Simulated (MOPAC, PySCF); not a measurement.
C$_{2}$H$_{8}$Ge, SMILES `[GeH3][CH2]C`, neutral singlet in the gas phase. 

Cartesian coordinates (Å):
SMILES: [GeH3][CH2]C
```xyz
11

C     -1.3949     0.3283     0.2271
C     -0.2794    -0.2488    -0.6455
Ge     1.4981    -0.1486     0.2045
H     -1.4739    -0.2035     1.1777
H     -2.3653     0.2582    -0.2699
H     -1.2184     1.3816     0.4555
H     -0.2210     0.2811    -1.5986
H     -0.4755    -1.2971    -0.8805
H      1.4955    -0.9423     1.5267
H      2.5871    -0.7285    -0.7189
H      1.8476     1.3195     0.5219
```
Charge 0, multiplicity 1.

All levels are single points at this geometry (B3LYP-D3(BJ)/def2-TZVP); Pople sets use spherical d functions. Orbital energies aren't observables, and empty levels follow the basis.

| level | HOMO (eV) | LUMO (eV) | gap (eV) | dipole (D) | vertical IE, Delta-SCF (eV) |
|---|---|---|---|---|---|
| B3LYP-D3(BJ)/def2-TZVP in PySCF | -8.06 | 0.53 | 8.59 | 0.84 | 10.37 |
| PBE-D3(BJ)/def2-TZVP in PySCF | -7.04 | 0.04 | 7.08 | 0.87 | 10.15 |
| B3LYP/6-311+G** (LANL2DZ on Ge) in PySCF | -8.11 | 0.09 | 8.20 | 0.73 | – |
| B3LYP/LANL2DZ in PySCF | -7.96 | 1.21 | 9.17 | 0.81 | – |
| BP86/6-31G* in PySCF | -6.98 | 0.53 | 7.51 | 0.91 | – |
| M06-2X/6-31G* in PySCF | -9.30 | 1.87 | 11.17 | 0.77 | – |
| PBE/6-31G* in PySCF | -6.88 | 0.54 | 7.41 | 0.91 | 10.07 |
| SVWN5/6-31G* in PySCF | -6.94 | 0.35 | 7.29 | 0.90 | 10.18 |
| HF/3-21G in PySCF | -11.10 | 4.70 | 15.80 | 0.71 | – |
| HF/6-31G* in PySCF | -11.14 | 4.05 | 15.19 | 0.74 | 9.72 |
| AM1 in MOPAC | -10.66 | 0.90 | 11.56 | 0.19 | – |
| PM3 in MOPAC | -10.89 | 0.13 | 11.03 | 0.31 | – |
| PM6 in MOPAC | -10.58 | 1.47 | 12.04 | 0.09 | – |
